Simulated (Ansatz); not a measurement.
Diatomic ZnH, multiplicity 2 (the spin of the measured ground state). No spin–orbit coupling. Zn is treated without relativity.

D_e counts from the fitted minimum to each atom's lowest state at the same level, without counterpoise.

Correlated levels freeze the inner cores; with def2 sets outer-core shells near the valence are correlated too.

Codes used: Ansatz (Gaussian basis) for Hartree–Fock, density functionals and correlated methods. Each number belongs to the level named beside it.

| level | bond energy D_e (kcal/mol) |
|---|---|
| SVWN5/def2-TZVPP | 28.85 |
| r2SCAN/def2-TZVPP | 28.29 |
| BHLYP/def2-TZVPP | 24.04 |
| CAM-B3LYP/def2-TZVPP | 24.63 |
| wB97X-V/def2-TZVPP | 25.27 |
| wB97M-V/def2-TZVPP | 24.09 |
| CCSD/def2-QZVPP | 24.89 |
| CCSD(T)/def2-TZVPP | … |
| CCSD(T)/def2-QZVPP | 24.10 |

Problem. Fill in the missing entries.

Solution. 
- CCSD(T)/def2-TZVPP, bond energy D_e (kcal/mol): 23.31

Ansatz is a program for electronic structure.
